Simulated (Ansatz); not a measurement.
**Abstraction of H: C2H3FSn + CH4BO2 → C2H2FSn + CH5BO2**

Species: C2H3FSn `C#[C][SnH2][F]`, singlet; CH4BO2 `CO[B]O`, doublet; C2H2FSn `C#[C][SnH][F]`, doublet; CH5BO2 `COBO`, singlet. A radical takes H: the energy is the difference in strength between the Sn–H bond broken and the B–H bond made.

Shapes, held fixed at every level: PBE0-D4/def2-TZVP. Flexible molecules stand in one conformer, not always the lowest. Programs: Ansatz 0.2.0. Electronic energies: no zero-point or thermal term.

```
             level                    kind  ΔE (kJ/mol)  less CCSD(T)/def2-TZVPP  CPU time (sum over the molecules)
    MP2/def2-TZVPP     perturbation theory       -134.0                     +2.0                                  –
 PBE-D4/def2-TZVPP                     GGA       -142.4                     -6.4                               28 s
wB97M-V/def2-TZVPP  range-separated hybrid       -149.5                    -13.5                               97 s
wB97X-V/def2-TZVPP  range-separated hybrid       -139.3                     -3.3                               74 s
 B2PLYP/def2-TZVPP           double hybrid       -143.4                     -7.4                               52 s
   CCSD/def2-TZVPP   coupled cluster or CI       -135.4                     +0.6                                  –
CCSD(T)/def2-TZVPP   coupled cluster or CI       -136.0                      0.0                             14 min
```

The highest level, CCSD(T)/def2-TZVPP, gives ΔE = -136.0 kJ/mol; the levels span -149.5 to -134.0. The column of differences is taken from that level and isn't an error. No measured value is set beside it here. Open shells run unrestricted. For atoms past krypton def2 sets carry core potentials with scalar relativity. Outer-core shells of Sn are correlated in most correlated rows, in sets that cover them unevenly. Times are processor times on shared x86 and Arm servers, and rough.
